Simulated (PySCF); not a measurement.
Fractional electron number in Cu(2+) (copper, charge +2)

The 3d beta orbital of [Ar] 3d9 is emptied in steps (occupation f), with all orbitals relaxed, ending at [Ar] 3d8. All numbers are calculated (PySCF 2.14, scalar relativity by spin-free X2C-1e, in x2c-TZVPall). The exact energy is a straight line in f; departures are measured from the line between the end points of the same method.

```tsv
f	BHandHLYP (eV)	wB97X (eV)	HSE06 (eV)
1	0.000	0.000	0.000
0.8	-0.418	-0.538	-0.990
0.6	-0.641	-0.819	-1.496
0.4	-0.654	-0.830	-1.506
0.2	-0.444	-0.559	-1.010
0	0.000	0.000	0.000
```

For BHandHLYP, how does the orbital energy at f = 1 compare with the removal energy?

−ε = 33.762 eV against a total-energy difference of 36.312 eV. By Janak's theorem ε = ∂E/∂f, so the gap between them reflects the curvature. Along the path −ε is 34.697 (f = 0.8), 35.711 (f = 0.6), 36.793 (f = 0.4), 37.936 (f = 0.2) eV.

| method | E(f=0) − E(f=1) (eV) | −ε at f=1 (eV) | −ε at f=0.4 (eV) |
| --- | --- | --- | --- |
| BHandHLYP | 36.312 | 33.762 | 36.793 |
| wB97X | 36.775 | 33.473 | 37.417 |
| HSE06 | 36.813 | 30.676 | 38.020 |

Reference removal energy between the ground levels: 36.841 ± 0.012 eV (measured; NIST Atomic Spectra Database, ionization energies). The calculation has no spin-orbit coupling. The determinant left behind need not be the lowest term of the ion.
